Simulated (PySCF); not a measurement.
B₂BiO, SMILES O=B[B-]#[Bi], charge -1. Coordinates come from a PBE-D3(BJ)/def2-SVPD optimisation. The def2 effective core potentials stand for the cores of Bi; spin–orbit coupling is left out.

Computed equilibrium geometry at PBE-D3(BJ)/def2-SVPD (PySCF confirms it by a frequency run) as Cartesian coordinates in Å, and its point group:
point group C∞v.
```xyz
4

Bi     0.0000     0.0000     0.6759
B      0.0000     0.0000    -1.3918
B      0.0000     0.0000    -3.0175
O      0.0000     0.0000    -4.2567
```
Charge -1, spin multiplicity 1.
